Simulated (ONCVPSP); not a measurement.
An all-electron radial function and its pseudo partner (Zn)

Columns: radius, all-electron u(r) and pseudo u(r) of the 3p shell (level -84.60 eV) of zinc in the configuration [Ne] 3s2 3p6 3d10 4s1.5 4p0.5; revPBE, scalar-relativistic, ONCV scheme, ONCVPSP 4.0.1.

```
r (bohr)  all-electron  pseudo
   0.050       -0.3578  0.0256
   0.100       -0.6505  0.0999
   0.150       -0.6153  0.2157
   0.200       -0.3537  0.3623
   0.250        0.0036  0.5274
   0.300        0.3637  0.6972
   0.350        0.6771  0.8586
   0.400        0.9223  1.0001
   0.450        1.0976  1.1139
   0.500        1.2076  1.1945
   0.550        1.2635  1.2408
   0.600        1.2766  1.2551
   0.650        1.2569  1.2412
   0.700        1.2142  1.2046
   0.750        1.1559  1.1508
   0.800        1.0877  1.0854
   0.850        1.0141  1.0132
   0.900        0.9385  0.9381
   0.950        0.8633  0.8631
   1.000        0.7902  0.7899
   1.050        0.7202  0.7200
   1.100        0.6540  0.6539
   1.150        0.5923  0.5921
   1.200        0.5349  0.5348
   1.250        0.4821  0.4819
   1.300        0.4336  0.4335
```

(1) How many radial nodes do the two functions have?

(2) At about which radius was the pseudo-wave matched?

(3) Is the pseudo-wave norm-conserving?

## Answers

(1) The all-electron 3p function has n − l − 1 = 1; the pseudo-wave has 0, since the states of the same l below it are removed with the core.

(2) 1.00 bohr. The columns agree to 0.0005 from 0.90 bohr on; several derivatives are matched, so the curves merge somewhat inside the radius.

(3) Yes: the ONCV scheme keeps the norm inside the radius equal to the all-electron one, which fixes the energy derivative of the logarithmic derivative at the level.
